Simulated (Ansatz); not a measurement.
Results of the Gaussian-basis code of Ansatz.

Basis-set series for C7H14FHfN3 (`C[N](C)[Hf]1234([NH2])([NH2])[C@@H]5[C@H]1[C@H]2[C@@]3(F)[C@@H]54`). Total charge 0; spin multiplicity 1. Hf: def2 effective core potential. The geometry is a stationary point of PBE0-D4/def2-TZVP. It is one conformer, not always the lowest.

| functional | basis | functions | energy (Eh) | HOMO (eV) | LUMO (eV) |
| --- | --- | --- | --- | --- | --- |
| PBE0-D4 | def2-SVP | 256 | -586.40936 | -5.93 | 0.12 |
| PBE0-D4 | def2-TZVPP | 593 | -587.03183 | -5.97 | 0.02 |
| ωB97M-V | def2-SVP | 256 | -586.70714 | -8.17 | 1.94 |
| ωB97M-V | def2-TZVPP | 593 | -587.35436 | -8.21 | 1.38 |

**Question.** Give the rows for def2-QZVPP. (An estimate is asked.)

**Answer.** The calculation gave: 
| functional | basis | functions | energy (Eh) | HOMO (eV) | LUMO (eV) |
| --- | --- | --- | --- | --- | --- |
| PBE0-D4 | def2-QZVPP | 1128 | -587.06218 | -6.01 | -0.04 |
| ωB97M-V | def2-QZVPP | 1128 | -587.38302 | -8.25 | 0.88 |

Positive LUMOs are unbound and depend on the basis.
